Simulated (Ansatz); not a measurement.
TaS(OSiH3)3 (TaSi3SO3H9). Charge 0, multiplicity 3. Geometry r2SCAN-D4/def2-SVP, that of the neutral singlet; atoms count from 1.

```xyz
17

Ta   -0.0622    0.1528    0.2639
S    -0.4741    1.2244    2.1240
O    -1.5633    0.3445   -0.8841
Si   -3.0770    0.8550   -1.4002
H    -3.7755    1.5487   -0.2823
H    -3.8545   -0.3401   -1.8319
H    -2.8965    1.7827   -2.5520
O     0.2301   -1.6771    0.6808
Si    0.3696   -3.0500    1.6371
H     0.2363   -2.6717    3.0717
H     1.7035   -3.6642    1.3873
H    -0.7064   -4.0059    1.2522
O     1.4877    0.9102   -0.5312
Si    2.8102    1.9316   -0.6936
H     2.8407    2.8901    0.4462
H     2.6832    2.6662   -1.9834
H     4.0482    1.1029   -0.7046
```

In the def2 sets Ta takes a core potential; there is no spin–orbit coupling. At PBE0-D4/def2-TZVP a singlet of charge 0 lies 3.90 eV below the triplet at the same geometry.

(1) Estimate the Mulliken populations from the PBE0/def2-TZVP orbitals of Ansatz.

(2) Where does the spin sit?

(3) And the Mayer bond orders between heavy atoms (over 0.3)?

Answers

(1) 
```
atom  charge (e)  spin (α − β)  d electrons
 Ta1        1.24          0.90         2.86
  S2       -0.25          1.02            –
  O3       -0.54          0.02            –
 Si4        0.29          0.01            –
  H5       -0.03          0.01            –
  H6       -0.03          0.00            –
  H7       -0.03          0.00            –
  O8       -0.54          0.02            –
 Si9        0.29          0.01            –
 H10       -0.03          0.01            –
 H11       -0.03          0.00            –
 H12       -0.03          0.00            –
 O13       -0.54         -0.01            –
Si14        0.29          0.00            –
 H15       -0.02          0.00            –
 H16       -0.03          0.00            –
 H17       -0.03          0.00            –
```
Mulliken values depend strongly on the basis.

(2) Summed by element: Ta 0.90, S 1.02, O 0.03, Si 0.03, H 0.01, of 2 unpaired in all. Largest on single atoms: S2 1.02, Ta1 0.90, O8 0.02.

(3) Ta1–S2 1.31 (2.19 Å); Ta1–O3 1.01 (1.90 Å); Ta1–O8 1.01 (1.90 Å); Ta1–O13 1.01 (1.90 Å); O3–Si4 1.12 (1.68 Å); O8–Si9 1.12 (1.68 Å); O13–Si14 1.11 (1.68 Å).
